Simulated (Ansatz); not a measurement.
Ge(H)3(Et) (C₂H₈Ge), SMILES C[CH2][GeH3].

Geometry: B3LYP-D3(BJ)/def2-SVP.

Two levels are set side by side: PBE/def2-SVPD (Ansatz, an electronic-structure program) and CAM-B3LYP/def2-SVPD (Ansatz). Energy differences of separate SCF runs at the same geometry; the states with an electron removed or added have multiplicity 2 and 2. Differences are taken from unrounded values.

| quantity | CAM-B3LYP |
|---|---|
| vertical ionisation energy (eV) | 10.51 |
| vertical singlet–triplet gap (eV) | 7.43 |

Q: What does PBE give, and how far is it from CAM-B3LYP? (The exact figures need the calculation; the answer reports its results.)

A: 
| quantity | PBE | PBE minus CAM-B3LYP |
|---|---|---|
| vertical ionisation energy (eV) | 10.17 | -0.34 |
| vertical singlet–triplet gap (eV) | 6.88 | -0.56 |
